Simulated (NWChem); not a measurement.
Species: KOH; SMILES [OH][K]

```xyz
3

K     -0.1062    -0.8193     0.0000
O      0.2199     1.3872     0.0000
H      0.3608     2.3416     0.0000
```
Atoms are numbered in this order, from 1.

Results from NWChem. All runs use the structure optimised with B3LYP/6-31G* (spherical d). GIAO values for the isolated, static molecule; σ is the absolute isotropic shielding, δ = σ(reference) − σ with the isolated reference molecule computed at the same levels (1H: tetramethylsilane, 17O: water).

### Question
What does the run give for PBE0/x2c-SVPall-s, scalar ZORA without spin-orbit coupling? Quantities: σ K1 (ppm); δ O2 (ppm); δ H3 (ppm).

### Answer
```
Property    Result
----------  ------
σ K1 (ppm)  1285.9
δ O2 (ppm)   -25.1
δ H3 (ppm)   -2.26
```
